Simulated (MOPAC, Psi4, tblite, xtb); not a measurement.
Two rigid molecules brought together: C4H4O ··· H3O+ (SMILES c1ccoc1 and [OH3+]) (charge +1). Monomers: optimised at B3LYP-D3(BJ) (def2-TZVP), held rigid. Orientation: a random orientation, not optimised. The monomers approach along the line of their centres of mass (distance R); nothing else relaxes.

Geometry at R = 4.38 Å (first 9 atoms: monomer A):
```
13

C     -0.9309     0.4204    -0.0827
C      0.4038     0.9404    -0.0585
C      1.2238    -0.1305     0.0733
O      0.4959    -1.2796     0.1324
C     -0.8150    -0.9246     0.0362
H     -1.8475     0.9773    -0.1763
H      0.7048     1.9716    -0.1299
H      2.2911    -0.2441     0.1374
H     -1.5259    -1.7307     0.0680
O     -3.9614    -0.5073    -1.6845
H     -4.4613     0.3368    -1.7023
H     -3.4533    -0.6766    -2.5066
H     -3.4325    -0.6299    -0.8672
```

Computed with: PM6, restricted, heats of formation (MOPAC); GFN2-xTB (tblite); GFN1-xTB (xtb); SAPT0/jun-cc-pVDZ, frozen core (Psi4).

Interaction energies in kcal/mol; the last columns give the difference from SAPT0:

| R / Å | PM6 | GFN2-xTB | GFN1-xTB | SAPT0/jun-cc-pVDZ | PM6 − SAPT0/jun-cc-pVDZ | GFN2-xTB − SAPT0/jun-cc-pVDZ | GFN1-xTB − SAPT0/jun-cc-pVDZ |
|---|---|---|---|---|---|---|---|
| 3.78 | -2.07 | -3.78 | -3.63 | -0.57 | -1.50 | -3.21 | -3.06 |
| 3.95 | -2.23 | -4.07 | -3.75 | -1.58 | -0.65 | -2.49 | -2.16 |
| 4.15 | -1.82 | -3.66 | -3.26 | -1.90 | 0.08 | -1.76 | -1.36 |
| 4.38 | -1.18 | -2.88 | -2.41 | -1.72 | 0.54 | -1.16 | -0.69 |
| 4.59 | -0.68 | -2.19 | -1.62 | -1.36 | 0.68 | -0.84 | -0.26 |
| 4.77 | -0.35 | -1.70 | -1.03 | -1.02 | 0.67 | -0.68 | -0.01 |
| 5.09 | 0.03 | -1.07 | -0.26 | -0.50 | 0.52 | -0.57 | 0.24 |
| 5.35 | 0.20 | -0.72 | 0.12 | -0.18 | 0.37 | -0.54 | 0.30 |
| 5.90 | 0.34 | -0.28 | 0.39 | 0.23 | 0.12 | -0.51 | 0.16 |
| 6.55 | 0.37 | -0.04 | 0.26 | 0.41 | -0.04 | -0.45 | -0.15 |
| 7.58 | 0.34 | 0.11 | — | 0.45 | -0.12 | -0.35 | — |
| 8.88 | 0.26 | 0.14 | — | 0.39 | -0.12 | -0.25 | — |

PM6 is furthest from SAPT0/jun-cc-pVDZ at 3.78 (-1.50 kcal/mol, below); its mean absolute difference over the points is 0.45 kcal/mol.

GFN2-xTB is furthest from SAPT0/jun-cc-pVDZ at 3.78 (-3.21 kcal/mol, below); its mean absolute difference over the points is 1.07 kcal/mol.

GFN1-xTB is furthest from SAPT0/jun-cc-pVDZ at 3.78 (-3.06 kcal/mol, below); its mean absolute difference over the points is 0.84 kcal/mol.

Dashes: no converged value, or the column stops at the first point that the program doubted or that broke a chosen test of continuity, which isn't proof of a fault.
